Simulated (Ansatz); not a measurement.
Reaction (formal exchange of groups at a B–Cl bond): `BCB(C)Cl` + `CC(F)CCl` → `BCB(C)F` + `CC(Cl)CCl`

Calculated with Ansatz (gas phase, PBE0-D4/def2-TZVP geometries, no zero-point term in ΔE). CCSD(T)/CBS is the MP2 limit (def2-TZVPP, def2-QZVPP) plus CCSD(T) − MP2 in def2-TZVPP, frozen cores. DFT in def2-TZVPP. B3LYP here is the variant with VWN-RPA as its local correlation; programs differ in this. One conformer a species, not always the lowest.

Question: Is it downhill or uphill in electronic energy at CCSD(T)/CBS, and by how much? (Estimate.)

Answer: Computed: Downhill: ΔE = -16.4 kcal/mol.

Question: What do these levels give: r2SCAN-D4, PBE0-D4, ωB97X-V, B2PLYP, PBE, r2SCAN, PBE0, B3LYP, MP2/def2-TZVPP, SCS-MP2/def2-QZVPP, MP2/CBS(def2), CCSD/CBS(def2)? (Best estimate.)

Answer: Ansatz gave: r2SCAN-D4 -15.2, PBE0-D4 -15.1, ωB97X-V -14.9, B2PLYP -16.2, PBE -14.9, r2SCAN -15.2, PBE0 -15.0, B3LYP -15.6, MP2/def2-TZVPP -17.1, SCS-MP2/def2-QZVPP -16.9, MP2/CBS(def2) -17.4, CCSD/CBS(def2) -16.3 kcal/mol.

Largest T1 diagnostic among the species: 0.012.

In def2-TZVPP, CCSD(T) changes the Hartree–Fock value by −0.9 kcal/mol (the triples alone add −0.1 kcal/mol) and MP2 by −1.9 kcal/mol.
